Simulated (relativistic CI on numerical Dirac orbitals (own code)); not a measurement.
Sc²⁺ in a cubic cluster: 2p photoemission with charge transfer

Computed with a charge-transfer multiplet model of a cubic metal-ligand cluster with up to 2 ligand holes, Slater and spin-orbit integrals from Dirac-Coulomb-Breit ions, Slater integrals scaled by 0.8. The ground state mixes d1 with configurations of k ligand holes L, whose averages lie at kΔ + k(k − 1)U_dd/2; a core hole lowers each added d electron by U_cd. 20 K, Lorentzian 0.6 eV and Gaussian 0.8 eV FWHM.

Atomic integrals in eV (Slater integrals scaled, ζ unscaled), ground: F2dd 4.710, F4dd 2.885, zeta_d 0.008; with the core hole: F2dd 4.710, F4dd 2.885, zeta_d 0.020, zeta_core 3.005, F2cd 4.113, G1cd 2.955, G3cd 1.675. Where a configuration has fewer than two d electrons, the dd integrals are those of d2.

Cluster parameters (eV): Δ = 8.8, U_dd = 5.4, U_cd = 6, 10Dq(ligand) = 0.8, V(eg) = 2.05, V(t2g) = -1.08, final-state hopping factor = 0.8.

```tsv
Case	n_d	d1	d2L	d3L2	S
10Dq = 0.8 eV	1.22	0.79	0.20	0.01	0.50
10Dq = 1.1 eV	1.22	0.80	0.19	0.01	0.50
10Dq = 2 eV	1.21	0.80	0.19	0.01	0.50
```

Weights, n_d and S are thermal averages at 20 K. Binding energies count from the first peak over 30 % of the highest in each spectrum, which can be another peak from case to case. The parameters are a model scan and need not match a compound or its usual spin state. Peaks in eV (height, largest 100):
- 10Dq = 0.8 eV: 0.0 (100), 4.6 (45)
- 10Dq = 1.1 eV: 0.0 (100), 2.7 (11), 4.7 (44)
- 10Dq = 2 eV: 0.0 (100), 4.6 (44)

Curve for 10Dq = 0.8 eV (points under 2 left out, the grid thinned):

| E (eV) | Intensity |
| --- | --- |
| -3.3 | 2.1 |
| -2.9 | 2.7 |
| -2.6 | 3.4 |
| -2.2 | 4.9 |
| -1.9 | 7.0 |
| -1.5 | 13.3 |
| -1.1 | 29.6 |
| -0.8 | 51.3 |
| -0.4 | 84.5 |
| 0.0 | 100.0 |
| 0.3 | 88.9 |
| 0.7 | 56.5 |
| 1.0 | 35.6 |
| 1.4 | 19.4 |
| 1.8 | 12.8 |
| 2.1 | 11.8 |
| 2.5 | 11.3 |
| 2.8 | 10.3 |
| 3.2 | 10.9 |
| 3.6 | 17.2 |
| 3.9 | 26.9 |
| 4.3 | 40.7 |
| 4.7 | 44.4 |
| 5.0 | 40.5 |
| 5.4 | 31.2 |
| 5.7 | 24.0 |
| 6.1 | 18.4 |
| 6.5 | 17.0 |
| 6.8 | 16.1 |
| 7.2 | 12.9 |
| 7.5 | 9.6 |
| 7.9 | 6.0 |
| 8.3 | 3.9 |
| 8.6 | 3.1 |
| 9.0 | 2.7 |
| 9.3 | 2.5 |
| 9.7 | 2.2 |
| 10.1 | 2.1 |
| 10.4 | 2.2 |
| 10.8 | 2.4 |
| 11.2 | 2.9 |
| 11.5 | 3.3 |
| 11.9 | 3.4 |
| 12.2 | 2.9 |
| 12.6 | 2.0 |

For the case 10Dq = 1.1 eV, Δ = 8.8 eV is larger than U_dd = 5.4 eV, the Mott-Hubbard side of the Zaanen-Sawatzky-Allen scheme. With the core hole the average of the configuration with one ligand hole lies at Δ − U_cd = 2.8 eV before mixing: the effective hopping of about 3.7 eV (from the holes of the mixed ground state) is comparable with this gap or larger, so the configurations mix strongly.
